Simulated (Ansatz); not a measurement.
Consider the ligand exchange at the Si–C bond: `C=CC([SiH3])S` + `C=C(O)F` → `C=C(F)O[SiH3]` + `C=CCS`.

Calculated with Ansatz (gas phase, PBE0-D4/def2-TZVP geometries, no zero-point term in ΔE). CCSD(T)/CBS adds triple-zeta CCSD(T) − MP2 to the extrapolated MP2 energy (def2 sets, frozen cores). DFT in def2-TZVPP. B3LYP here is the variant with VWN-RPA as its local correlation; programs differ in this. One conformer a species, not always the lowest.

(1) Is it downhill or uphill in electronic energy at CCSD(T)/CBS, and by how much? (Estimate.)

(2) What do these levels give: B3LYP-D4, PBE, HF/def2-TZVPP, MP2/def2-TZVPP, HF/def2-QZVPP, SCS-MP2/def2-QZVPP? (An estimate is asked.)

Largest T1 diagnostic among the species: 0.012.

Results:

(1) The calculation gave: Downhill: ΔE = -85.9 kJ/mol.

(2) The calculation gave: B3LYP-D4 -88.5, PBE -76.5, HF/def2-TZVPP -111.9, MP2/def2-TZVPP -84.8, HF/def2-QZVPP -113.1, SCS-MP2/def2-QZVPP -91.3 kJ/mol.

The D4 term adds +7.0 kJ/mol with B3LYP and +3.8 kJ/mol with PBE0; it sums over pairs of atoms, weighted by their polarisabilities, and B3LYP, whose exchange is more repulsive, gets the larger term. In def2-TZVPP, CCSD(T) changes the Hartree–Fock value by +24.9 kJ/mol (the triples alone add +3.9 kJ/mol) and MP2 by +27.2 kJ/mol.
